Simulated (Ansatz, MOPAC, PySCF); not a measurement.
Noncovalent pair: HCl (SMILES Cl) (first 2 atoms) with CH4O (SMILES CO); geometry from B3LYP-D3(BJ)/def2-TZVP, rigid monomers moved along the line of their centres of mass till H2···O4 is 1.59 Å.
(charge 0, multiplicity 1):
```xyz
8

Cl     0.6626    -0.2654     0.2514
H     -0.0003    -0.3857     1.3778
C      0.2216     0.1243     3.7584
O     -0.7071    -0.4060     2.8066
H      0.4909     1.1573     3.5243
H      1.1140    -0.4945     3.6970
H     -0.1818     0.0683     4.7719
H     -1.5121     0.1232     2.8172
```

Counterpoise-corrected where a basis set is named; no monomer relaxation. Rows marked so take none.

Rows in STO-3G carry no dispersion term and start afresh at each structure. The state reached by PM3, PM7 isn't checked; PM7 holds dispersion and hydrogen-bond terms.

Codes used: Ansatz (a program for electronic structure) with Gaussian orbitals; MOPAC for PM3, PM7 (differences of heats of formation); PySCF for STO-3G rows, the dispersion terms. Values without a source in brackets are computed.

**Question.** One of these levels gives -30.3 kJ/mol for the interaction energy. Name it.
A) PM7
B) HF/STO-3G (no counterpoise)
C) PBE0-D4/def2-TZVPPD
D) PM3

**Answer.** C, PBE0-D4/def2-TZVPPD. The others give -10.7 (PM3), -25.5 (PM7), -54.6 (HF/STO-3G (no counterpoise))
